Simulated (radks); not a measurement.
Valence configurations of the osmium ion Os+ (all share [Xe]). All-electron calculation, Dirac Kohn-Sham, PBEsol, spin-unpolarised, spherical densities, point nucleus; open shells fill j = l - 1/2 first. Program: a radial shooting solver on a logarithmic mesh with Libxc functionals. Energies are relative to 4f14 5d6 6s1; eigenvalues in eV.

| valence | E (eV) | e(4f5/2) | e(4f7/2) | e(5d3/2) | e(5d5/2) | e(6p1/2) |
|---|---|---|---|---|---|---|
| 4f14 5d7 | -0.029 | -58.319 | -55.514 | -12.752 | -11.738 | - |
| 4f14 5d6 6s1 | 0.000 | -61.073 | -58.268 | -14.644 | -13.560 | - |
| 4f14 5d6 6p1 | 5.443 | -62.329 | -59.524 | -15.757 | -14.654 | -8.397 |
| 4f14 5d5 6s1 6p1 | 6.671 | -65.344 | -62.537 | -17.781 | -16.605 | -9.076 |
| 4f13.5 5d6 6s1 6p0.5 | 26.879 | -68.347 | -65.490 | -16.950 | -15.753 | -8.475 |
| 4f13 5d7 6s1 | 49.159 | -71.397 | -68.488 | -16.022 | -14.805 | - |
| 4f13 5d6 6s2 | 51.131 | -74.609 | -71.699 | -18.233 | -16.941 | - |
| 4f13 5d5.5 6s2 6p0.5 | 55.559 | -76.929 | -74.019 | -19.941 | -18.601 | -9.259 |
| 4f13 5d6 6s1 6p1 | 57.058 | -75.868 | -72.959 | -19.354 | -18.044 | -9.214 |
| 4f12.5 5d7.5 6s1 | 77.159 | -76.714 | -73.753 | -16.706 | -15.421 | - |

NIST lists [Xe] 4f14 5d6 6s1 as the ground configuration; this level of theory puts 4f14 5d7 lower, by 0.029 eV. The energies are those of spherical spin-averaged densities, not of single terms.
